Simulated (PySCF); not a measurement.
Computed IR spectrum (relative IR intensity) of a molecule C₄H₁₀Te. Geometry optimised at PBE0-D3(BJ)/def2-SVP. The def2 effective core potentials stand for the cores of Te; spin–orbit coupling is left out. Other conformers were not sampled. The numbers are results of PBE0-D3(BJ)/def2-SVP run with PySCF, not measurements. Frequencies are harmonic and unscaled.

| ν (cm⁻¹) | relative intensity |
|---|---|
| 511 | 4.8 |
| 638 | 14 |
| 1037 | 5.4 |
| 1169 | 100 |
| 1382 | 34 |
| 1467 | 14 |
| 1472 | 12 |
| 1483 | 8.0 |
| 2139 | 75 |
| 3030 | 19 |
| 3033 | 49 |
| 3039 | 47 |
| 3126 | 7.4 |
| 3129 | 41 |
| 3151 | 11 |
| 3163 | 24 |

Question: Identify the compound among the candidates.
A) CC[Te]CC
B) CC(C)(C)[TeH]
C) C[Te]C(C)C

Answer: B, CC(C)(C)[TeH]
